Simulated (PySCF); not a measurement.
1,1-difluorobut-1-ene (C4H6F2), SMILES CCC=C(F)F.

Geometry optimised at PBE0-D3(BJ)/def2-SVP. Other conformers were not sampled.

All values below come from TDDFT-ωB97X/def2-SVPD (PySCF 2.14.0).

Vertical excitations. Gas-phase values at a fixed geometry.

Computed lowest excited states:
| state | energy (eV) | λ (nm) | f | main pairs |
|---|---|---|---|---|
| S1 | 7.27 | 171 | 0.030 | HOMO→LUMO 64 %, HOMO→LUMO+1 24 % |
| S2 | 7.73 | 160 | 0.438 | HOMO→LUMO+1 69 %, HOMO→LUMO 18 % |
| S3 | 8.24 | 150 | 0.004 | HOMO→LUMO+2 56 %, HOMO→LUMO+4 18 % |
| S4 | 8.61 | 144 | 0.012 | HOMO→LUMO+3 74 % |
| S5 | 9.12 | 136 | 0.033 | HOMO→LUMO+4 58 %, HOMO→LUMO+3 15 % |
| S6 | 9.41 | 132 | 0.017 | HOMO→LUMO+5 36 %, HOMO→LUMO+2 13 %, HOMO→LUMO+16 8 %, HOMO−1→LUMO 6 % |
| S7 | 9.63 | 129 | 0.005 | HOMO−1→LUMO 45 %, HOMO−1→LUMO+1 25 % |
| S8 | 9.86 | 126 | 0.016 | HOMO−2→LUMO 31 %, HOMO−2→LUMO+1 23 %, HOMO−1→LUMO 23 %, HOMO−1→LUMO+2 5 % |
| S9 | 10.07 | 123 | 0.011 | HOMO−1→LUMO+1 26 %, HOMO−1→LUMO+2 19 %, HOMO−2→LUMO 13 %, HOMO−1→LUMO 10 % |
| S10 | 10.13 | 122 | 0.003 | HOMO→LUMO+6 59 %, HOMO→LUMO+7 10 % |
| T1 | 4.66 | 266 | 0 | HOMO→LUMO+1 53 %, HOMO→LUMO+2 19 %, HOMO→LUMO 16 % |
| T2 | 7.18 | 173 | 0 | HOMO→LUMO 58 %, HOMO→LUMO+1 29 % |
| T3 | 8.03 | 154 | 0 | HOMO→LUMO+2 46 %, HOMO→LUMO+4 17 %, HOMO→LUMO+5 9 %, HOMO→LUMO+11 7 % |
| T4 | 8.56 | 145 | 0 | HOMO→LUMO+3 68 % |
Triplets are in the Tamm–Dancoff approximation, which puts them higher than full response would, so one can lie above its singlet here.
